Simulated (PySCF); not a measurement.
Run record: excited-state job, trans-Sn(NH3)2F4 (`[NH3]->[Sn](<-[NH3])([F])([F])([F])[F]`).

Computed with TDDFT wB97X-D/def2-SVPD, vertical, gas phase, core orbitals frozen in the response, def2 core potentials past Kr (PySCF 2.14.0, density-fitted response routines). Geometry: PBE0-D3(BJ)/def2-SVP. A driver script takes a list of jobs; this job's settings line and coordinates (Å) are shown.

Command:
```bash
OMP_NUM_THREADS=1 python probes_run.py task.json out
```

Input:
```
{"job": {"kind": "uv", "xc": "wB97X-D", "basis": "def2-SVPD", "ip": true, "nstates": 10}, "charge": 0, "multiplicity": 1}
Sn     0.002946    -0.010012     0.001745
N     -0.045286    -0.027762     2.237502
H     -0.464282     0.829249     2.598318
H      0.935666    -0.072817     2.519260
H     -0.541770    -0.842774     2.596939
N      0.049396     0.021998    -2.233989
H      0.530320     0.852015    -2.580339
H     -0.932259     0.053833    -2.515582
H      0.483850    -0.821022    -2.609228
F      1.953693    -0.047673     0.154310
F     -1.948494     0.032032    -0.136592
F      0.042609     1.944153     0.020330
F     -0.035779    -1.963329    -0.030496
```

Q: What does the run print?

A: 
```
coarse grid: 54304 points
cycle   1  E = -724.9665870483  dE = -2.254e+01  |g| = 2.713e+00  |ddm| = 2.787e+01
cycle   2  E = -725.6820035044  dE = -7.154e-01  |g| = 2.312e+00  |ddm| = 2.562e+01
cycle   3  E = -726.5153408606  dE = -8.333e-01  |g| = 3.573e-01  |ddm| = 4.788e+00
cycle   4  E = -726.5304558692  dE = -1.512e-02  |g| = 2.259e-01  |ddm| = 1.310e+00
cycle   5  E = -726.5391225784  dE = -8.667e-03  |g| = 2.288e-02  |ddm| = 5.418e-01
cycle   6  E = -726.5392524804  dE = -1.299e-04  |g| = 1.085e-02  |ddm| = 1.027e-01
cycle   7  E = -726.5392880863  dE = -3.561e-05  |g| = 2.084e-03  |ddm| = 6.090e-02
cycle   8  E = -726.5392902615  dE = -2.175e-06  |g| = 4.425e-04  |ddm| = 1.492e-02
final grid: 114680 points
cycle   9  E = -726.5358830893  dE = -5.524e-06  |g| = 1.152e-03  |ddm| = 2.553e-02
cycle  10  E = -726.5358831315  dE = -4.227e-08  |g| = 1.045e-03  |ddm| = 7.106e-03
cycle  11  E = -726.5358832895  dE = -1.580e-07  |g| = 2.084e-04  |ddm| = 2.470e-03
cycle  12  E = -726.5358832967  dE = -7.242e-09  |g| = 3.002e-05  |ddm| = 3.539e-04
cycle  13  E = -726.5358832972  dE = -4.718e-10  |g| = 2.005e-05  |ddm| = 1.742e-04
converged SCF energy = -726.5358832972

Static polarisability (au): isotropic 57.108, principal 53.717 53.888 63.719

Singlet excitations
state   eV       nm        f      main configurations
  1   7.5010    165.3   0.00000   H->L 0.82, H->L+2 0.15
  2   8.1060    153.0   0.00034   H-5->L 0.81, H-5->L+2 0.14
  3   8.1204    152.7   0.07050   H-2->L 0.65, H-3->L 0.16, H-2->L+2 0.11
  4   8.1233    152.6   0.07040   H-3->L 0.65, H-2->L 0.16, H-3->L+2 0.11
  5   8.2091    151.0   0.00008   H-6->L 0.56, H-7->L 0.14, H-8->L 0.12
  6   8.2106    151.0   0.00007   H-7->L 0.68, H-7->L+2 0.12, H-6->L 0.10
  7   8.2480    150.3   0.31935   H-4->L 0.84, H-4->L+2 0.10
  8   8.4698    146.4   0.00002   H-1->L 0.89
  9   8.6665    143.1   0.00000   H-9->L 0.81, H-9->L+2 0.15
 10   8.7331    142.0   0.00001   H-8->L 0.74, H-6->L 0.17

Triplet excitations (Tamm-Dancoff, eV): 7.2060 7.4042 7.6712 7.6752
Vertical ionisation energy (delta-SCF) = 11.9468 eV
```

The SCF starts on a coarse grid where the log names one; the energy can jump when the final grid takes over, and dE then counts from the start density on the new grid. H and L stand for HOMO and LUMO; the number after each pair is its weight.

Q: Which computed singlet has the largest oscillator strength, and what do all of them sum to?

A: State 7 at 8.25 eV (150 nm), f = 0.319; the 10 states sum to 0.461.

Q: Give the mean polarisability as a volume in Å³, and the ratio of the largest to the smallest principal value.

A: 57.108 au × 0.148185 = 8.46 Å³; 63.719/53.717 = 1.19.

Summary of the converged run: HOMO -11.49 eV, LUMO 0.72 eV; lowest singlet 7.50 eV; lowest triplet 7.21 eV (Tamm–Dancoff); mean polarisability 57.1 au.

Atoms past krypton carry effective core potentials; spin–orbit coupling is left out.

On one thread, AMD EPYC (x86_64), no GPU, shared host, this took 7.9 min (with the writing of density and orbital grids) and 1.2 GiB of memory at its peak.
Labels such as C1 count atoms from 1, the log's own numbers from 0.

Note: wB97X-D ran without an empirical dispersion term, which enters the total energy and its gradient alone.
